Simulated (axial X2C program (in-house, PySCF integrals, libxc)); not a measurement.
Worked dissociation energy of BiH: PBE, spin-free

Computed with an in-house all-electron X2C program for linear molecules (integrals from PySCF). Spin-free means the one-electron spin-free X2C Hamiltonian. Basis: Bi dyall-cv3z [12s14p10d6f1g], H dyall-v3z [6s2p1d] (cores contracted in-house); Gaussian nuclei, density fitting, unrestricted open shells. Masses: Bi 208.980 u, H 1.008 u.

Molecular state: M_S = 1, Λ = 0 (beyond evenly filled blocks: π+α, π-α).

| Item | Value |
| --- | --- |
| E(Bi) (2M_S = 3, M_L = 0) | -21535.702790 hartree |
| E(H) (2M_S = 1, M_L = 0) | -0.499989 hartree |
| E(BiH) at Re | -21536.293656 hartree |
| ωe | 1737.8 cm⁻¹ |
| ωexe | 26.4 cm⁻¹ |

Work out De and D0.

De = -21535.702790 + (-0.499989) − (-21536.293656) = 0.09088 hartree = 2.473 eV. The zero-point energy is ωe/2 − ωexe/4 = 862 cm⁻¹ = 0.107 eV, so D0 = 2.366 eV.

The state is one determinant whose occupation by symmetry is held fixed; it was picked as the lowest of a PBE0 search that is not exhaustive. Dissociation energies refer to the lowest single-determinant-based atoms at the same level and basis. PBE0 can misorder states that lie within some tenths of an eV, so this need not be the ground state of the molecule. The nearest other spin-free determinant of the search, M_S = 0, Λ = 2, lies 0.81 eV up at the distance of the search. Spin–orbit coupling changes these values markedly for this molecule (Re by over 0.02 Å or De by over 0.25 eV), so the spin-free numbers are a model.

Each atomic determinant is the lowest at this level and need not be a pure term. Totals compare only within one Hamiltonian and basis.
